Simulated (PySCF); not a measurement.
## Dipole response of Ag²⁺ (silver, charge +2)

[Kr] 4d9, 2D determinant. Computed with PySCF 2.14 in ANO-RCC-VTZP (7s6p4d2f1g, 68 functions), with scalar relativity by spin-free X2C-1e. Coupled (time-dependent) response in atomic units; α is the mean over directions. The basis has no added diffuse functions, which lowers α and C₆.

| method | mean α (bohr³) | α xx, yy, zz | C₆ (like pair) | S(−4) |
| --- | --- | --- | --- | --- |
| UHF | 5.132 | 5.001, 5.001, 5.393 | 25.96 | 5.685 |
| PBE | 5.831 | 5.694, 5.694, 6.106 | 29.83 | 8.884 |
| PBE0 | 5.591 | 5.455, 5.455, 5.862 | 28.54 | 7.611 |

S(−4) is the Cauchy moment in α(ω) = α(0) + S(−4) ω² + …

Spin-orbit coupling is absent.

α(iu) at PBE:

```csv
u (hartree),α(iu) (bohr³)
0,5.831
0.0500,5.809
0.100,5.745
0.200,5.512
0.300,5.194
0.500,4.510
0.750,3.784
1.00,3.218
1.50,2.387
2.00,1.806
3.00,1.096
5.00,0.5030
```

For an ion, C₆ is the dispersion term alone; charge-induced terms of lower order in 1/R come first.

The components differ because the open shell of this determinant is not spherical; for a pure term their mean is the scalar polarisability.
